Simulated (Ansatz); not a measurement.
These are Ansatz (a quantum-chemistry and plane-wave program) with frozen-core CCSD(T)/cc-pVTZ // B3LYP-D3(BJ)/def2-TZVP values and carry that method's errors.

Ansatz 0.2 input:
```yaml
crystal:
  periodic: [false, false, false]
  atoms:
    - { symbol: C, position_ang: [2.468203, -0.397181, 0.143223] }
    - { symbol: C, position_ang: [1.318122, -0.30651, -0.192016] }
    - { symbol: C, position_ang: [-0.056087, -0.194573, -0.582157] }
    - { symbol: C, position_ang: [-1.151923, -0.44194, 0.435597] }
    - { symbol: C, position_ang: [-0.899889, 0.948404, -0.053506] }
    - { symbol: H, position_ang: [3.485269, -0.478374, 0.436833] }
    - { symbol: H, position_ang: [-0.267656, -0.512806, -1.595805] }
    - { symbol: H, position_ang: [-0.836929, -0.693718, 1.438072] }
    - { symbol: H, position_ang: [-2.036148, -0.95971, 0.090745] }
    - { symbol: H, position_ang: [-1.609606, 1.393338, -0.737025] }
    - { symbol: H, position_ang: [-0.413355, 1.64307, 0.61604] }
basis:
  gaussian: { orbitals: cc-pVTZ }
correlation:
  method: ccsd_t
```

Output:

```
Functional definition: HF
1326 factors; integrals over basis functions are off by at most 7.8e-4 eV
mean field evaluation 1: about -5242.8860 eV, gradient 3.3e1 eV
mean field evaluation 2: about -5243.2580 eV, gradient 3.3e1 eV
mean field evaluation 4: about -5246.2962 eV, gradient 3.8e0 eV
mean field evaluation 8: about -5246.3387 eV, gradient 2.8e-1 eV
mean field evaluation 16: about -5242.8855 eV, gradient 3.3e1 eV
mean field -5246.33895016 eV, -192.7994003223 hartree, gradient 2.3e-6 eV, S^2 0.000000; 0 other end points of the search recorded, 0 dependent functions left out
5 core orbitals not correlated
reference -5246.33895016 eV, -192.7994003223 hartree; 13, 13 occupied and 216, 216 virtual orbitals, 1326 factors
second order -21.87526806 eV of doubles, -0.00000000 eV of singles
cycle   1  -21.99382996 eV  change   -1.2e-1 eV  update   1.0e-1
cycle   2  -22.57021746 eV  change   -5.8e-1 eV  update   3.0e-2
cycle   3  -22.68232770 eV  change   -1.1e-1 eV  update   1.3e-2
cycle   4  -22.68252688 eV  change   -2.0e-4 eV  update   3.8e-3
cycle   5  -22.68506260 eV  change   -2.5e-3 eV  update   1.5e-3
cycle   6  -22.68572331 eV  change   -6.6e-4 eV  update   4.1e-4
cycle   7  -22.68566383 eV  change    5.9e-5 eV  update   1.2e-4
cycle   8  -22.68567734 eV  change   -1.4e-5 eV  update   4.2e-5
cycle   9  -22.68568477 eV  change   -7.4e-6 eV  update   1.6e-5
perturbative correction -1.09165847 eV, -0.0401177089 hartree
Total energy: -5270.11629340 eV, -193.6732015695 hartree
```

Cost: very roughly 4 core-minutes.
